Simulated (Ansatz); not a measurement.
Energy landscape of H2Be, singlet: symmetric bend, bond length relaxed. Scanned: H-Be-H angle. Other coordinates (Be-H bond length) were minimised at B3LYP/def2-TZVP.

The free coordinates were minimised at B3LYP/def2-TZVP in PySCF; the energy column is full CI/aug-cc-pVTZ, frozen core (Ansatz, a quantum-chemistry and plane-wave program), in eV.

```json
[
 {"a / °": "180", "Be-H bond length / Å": "1.330", "E": "0.000"},
 {"a / °": "171.97", "Be-H bond length / Å": "1.330", "E": "0.013"},
 {"a / °": "160.71", "Be-H bond length / Å": "1.331", "E": "0.077"},
 {"a / °": "150.09", "Be-H bond length / Å": "1.333", "E": "0.188"},
 {"a / °": "139.46", "Be-H bond length / Å": "1.336", "E": "0.351"},
 {"a / °": "131.41", "Be-H bond length / Å": "1.338", "E": "0.511"},
 {"a / °": "121.92", "Be-H bond length / Å": "1.342", "E": "0.744"},
 {"a / °": "110.46", "Be-H bond length / Å": "1.348", "E": "1.095"},
 {"a / °": "98.23", "Be-H bond length / Å": "1.355", "E": "1.566"},
 {"a / °": "91.08", "Be-H bond length / Å": "1.360", "E": "1.894"},
 {"a / °": "80.83", "Be-H bond length / Å": "1.367", "E": "2.436"},
 {"a / °": "70.92", "Be-H bond length / Å": "1.372", "E": "3.049"},
 {"a / °": "60", "Be-H bond length / Å": "1.375", "E": "3.814"}
]
```
